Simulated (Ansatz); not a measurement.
`C[SiH]([GeH3])C#N` + silanol → `[SiH3][O][GeH3]` + `C[SiH2]C#N` at 400 K and 1 bar (cleavage of the Ge–Si bond).

Isolated molecules relaxed with PBE0-D4/def2-TZVP in Ansatz; ΔE leaves out vibrations. CCSD(T)/CBS adds triple-zeta CCSD(T) − MP2 to the extrapolated MP2 energy (def2 sets, frozen cores). For Ge outer-core shells are correlated without core-valence functions, which leaves a few kJ/mol of doubt a bond. Scalar relativity is left out up to krypton.

| species | CCSD(T)/CBS energy (Eh) | H − E (kJ/mol) | S (J/(mol·K)) |
| --- | --- | --- | --- |
| `C[SiH]([GeH3])C#N` | -2500.21357 | 244.3 | 430.3 |
| `O[SiH3]` | -366.69042 | 120.0 | 276.4 |
| `[SiH3][O][GeH3]` | -2444.01593 | 167.7 | 374.2 |
| `C[SiH2]C#N` | -422.89500 | 191.0 | 341.2 |

H − E and S are ideal-gas, rigid-rotor, harmonic terms from PBE0-D4/def2-TZVP, for one conformer and one mirror image of each species. 1 Eh = 2625.50 kJ/mol, R = 8.31446 J/(mol·K).

Question: By hand: ΔE, ΔH, ΔS and ΔG.

Answer: ΔE = (-2444.01593) + (-422.89500) − (-2500.21357) − (-366.69042) = -0.00694 Eh = -18.2 kJ/mol. Δ(H − E) = 167.7 + 191.0 − 244.3 − 120.0 = -5.6, so ΔH = -23.8 kJ/mol. ΔS = 374.2 + 341.2 − 430.3 − 276.4 = 8.7 J/(mol·K). ΔG = -23.8 − 400 × (8.7)/1000 = -27.3 kJ/mol.

Question: By hand: the equilibrium constant, and the temperature at which ΔG would vanish if ΔH and ΔS stayed fixed.

Answer: log₁₀ K = −ΔG/(RT ln 10) = 3.6. ΔH and −TΔS have one sign here, so there is no such temperature.

The number of gas molecules stays the same, so ΔS is small and ΔH decides. A doubt of 5 kJ/mol in ΔE shifts log₁₀ K by 0.7 here. Other conformers and mirror images would add mixing entropy, several J/(mol·K) or more a flexible species. Modes under 60 cm⁻¹, often nearly free rotors, make the harmonic entropy too high. These are equilibria of isolated gas molecules and say nothing of rates. Largest T1 diagnostic: 0.012 (customary marks: 0.02 for closed shells, 0.045 for open ones).

ΔS is within the doubt of such terms, so its sign, and with it that verdict, could turn.
